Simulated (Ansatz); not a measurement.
Reaction (cleavage of the Si–Ge bond): `F[Si]1([GeH3])CS1` + H–F → `F[Si]1(F)CS1` + GeH₄

Calculated with Ansatz (gas phase, PBE0-D4/def2-TZVP geometries, no zero-point term in ΔE). CCSD(T)/CBS adds triple-zeta CCSD(T) − MP2 to the extrapolated MP2 energy (def2 sets, frozen cores). This one scheme is used for every species. Functionals use def2-TZVPP. For Ge outer-core shells are correlated without core-valence functions, which leaves a few kJ/mol of doubt a bond. Scalar relativity is left out up to krypton.

```
             level  ΔE (eV)
            PBE-D4    -0.96
    MP2/def2-TZVPP    -1.14
SCS-MP2/def2-TZVPP    -1.23
    CCSD/CBS(def2)    -1.17
```

What does CCSD(T)/CBS give? (Best estimate.)

Ansatz gave: -1.12 eV. The listed levels differ from it by 0.16, -0.02, -0.11, -0.05 eV.

Largest T1 diagnostic among the species: 0.013.

From PBE to PBE0 (25 % exact exchange), in def2-TZVPP and without D4, ΔE moves by −0.05 eV. The D4 term adds +0.09 eV with B3LYP and +0.05 eV with PBE0; it sums over pairs of atoms, weighted by their polarisabilities, and B3LYP, whose exchange is more repulsive, gets the larger term.

B3LYP here is the variant with VWN-RPA as its local correlation; programs differ in this.
